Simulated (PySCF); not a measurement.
# InB: a base run and its variants

Base input, run as `OMP_NUM_THREADS=1 python input.py` with PySCF 2.14:

```python
from pyscf import gto, dft

mol = gto.M(
    atom='In 0 0 0; B 0 0 2.536',
    basis='sbkjc',
    ecp={'In': 'sbkjc', 'B': 'sbkjc'},
    charge=0,
    spin=2,
    verbose=4,
)
mf = dft.UKS(mol, xc='tpssh')
mf.kernel()
mf.dip_moment()
print('orbital energies (hartree):', [e[max(0, n-3):n+3].round(4) for e, n in zip(mf.mo_energy, mol.nelec)])
```

Base result: E(SCF) = -191.700269 Eh, ⟨S²⟩ = 2.058, μz(SCF) = -3.07 D. The bond length is a typed value, not an optimised one. No search for the lowest solution was made.

It ran on Arm Neoverse N1 (1 thread, shared host) in 8.7 s.

Each row names what differs from the base; energies in brackets are changes from the base.

| change | result | wall time (s) |
| --- | --- | --- |
| basis set: sbkjc → pcseg-1; core potential: on → off [unsound on purpose] | stops with BasisNotFoundError (Basis set not found for In in pcseg-1) | 1.1 |
| step after the SCF: none → mp2; SCF type: UKS → UHF; functional: tpssh → none (Hartree–Fock); frozen orbitals: default → 4 | E(SCF) = -190.811638 Eh, E(MP2) − E(SCF) = -0.14347 Eh, ⟨S²⟩ = 2.018, μz(SCF) = -2.57 D | 1.6 |
| smearing width (hartree): none → 0.05 [smearing does not keep the typed spin] | E(SCF) = -191.591693 Eh (+2.9545 eV), μz(SCF) = -2.03 D | 9.2 |
| geometry: bond 2.536 → bond 25 [unsound on purpose] | E(SCF) = -191.650267 Eh (+1.3606 eV), ⟨S²⟩ = 2.002, μz(SCF) = 0.00 D | 19 |
| basis set: sbkjc → def2-svpd [with its own core potential] | E(SCF) = -214.728310 Eh, 15 cycles, ⟨S²⟩ = 2.025, μz(SCF) = -3.01 D | 10 |
| spin (2S): 2 → 3 [unsound on purpose] | stops with RuntimeError (Electron number 24 and spin 3 are not consistent) | 1 |
| charge: 0 → 1; spin (2S): 2 → 1 [another spin of the ion may lie lower] | E(SCF) = -191.457986 Eh (+6.5929 eV), ⟨S²⟩ = 0.806 | 8.3 |
| geometry: bond 2.536 → bond 7.608 | not converged: SCF after 50 cycles | 19 |
| level shift (hartree): none → 1 | not converged: SCF after 50 cycles | 19 |
| basis set: sbkjc → 6-31g(3d); core potential: on → off [unsound on purpose] | stops with BasisNotFoundError (Basis set not found for In in 6-31g(3d)) | 1.2 |
| geometry: bond 2.536 → bond 2.84 | E(SCF) = -191.685517 Eh (+0.4014 eV), ⟨S²⟩ = 2.029, μz(SCF) = -3.62 D | 8.2 |
| geometry: bond 2.536 → bond 3.17 | E(SCF) = -191.691083 Eh (+0.2500 eV), ⟨S²⟩ = 2.006, μz(SCF) = -3.54 D | 8.5 |
| point-group symmetry: off → on | E(SCF) = -191.700269 Eh (+0.0000 eV), ⟨S²⟩ = 2.058, μz(SCF) = -3.07 D | 7.7 |
| functional: tpssh → pw6b95 | E(SCF) = -191.875391 Eh, 15 cycles, ⟨S²⟩ = 2.016, μz(SCF) = -3.16 D | 7 |
| basis set: sbkjc → ano-rcc-vdzp; core potential: on → off; spin-free X2C: off → on | E(SCF) = -5905.380780 Eh, 11 cycles, ⟨S²⟩ = 2.005, μz(SCF) = -1.85 D | 21 |
| initial guess: minao → vsap | stops with AssertionError (ECP or PP not supported) | 1.1 |
| charge: 0 → 2 [another spin of the ion may lie lower] | E(SCF) = -190.878775 Eh (+22.3540 eV), 14 cycles, ⟨S²⟩ = 2.001 | 7 |
| electric field along z (a.u.): none → 0.01 | E(SCF) = -191.694028 Eh (+0.1698 eV), ⟨S²⟩ = 2.058, μz(SCF) = -0.10 D | 8.1 |
| step after the SCF: none → mp2; SCF type: UKS → UHF; functional: tpssh → none (Hartree–Fock); frozen orbitals: default → 0 | E(SCF) = -190.811638 Eh, E(MP2) − E(SCF) = -0.22034 Eh, ⟨S²⟩ = 2.018, μz(SCF) = -2.57 D | 1.6 |
| electric field along z (a.u.): none → 0.005 | E(SCF) = -191.695691 Eh (+0.1246 eV), ⟨S²⟩ = 2.059, μz(SCF) = -1.59 D | 8.5 |
| geometry: bond 2.536 → bond 3.804 | E(SCF) = -191.670672 Eh (+0.8054 eV), ⟨S²⟩ = 2.005, μz(SCF) = -4.28 D | 12 |
| functional: tpssh → pbe | E(SCF) = -191.777427 Eh, 15 cycles, ⟨S²⟩ = 2.002, μz(SCF) = -2.17 D | 4.3 |
| level shift (hartree): none → -0.2 [unsound on purpose] [may be another electronic state] | not converged: SCF after 50 cycles | 20 |

Q: Order these changes by how far they move the SCF energy from the base, largest first: (1) electric field along z (a.u.): none → 0.01; (2) geometry: bond 2.536 → bond 2.84; (3) geometry: bond 2.536 → bond 3.17; (4) geometry: bond 2.536 → bond 3.804.

A: (4) +0.8054 eV, (2) +0.4014 eV, (3) +0.2500 eV, (1) +0.1698 eV.
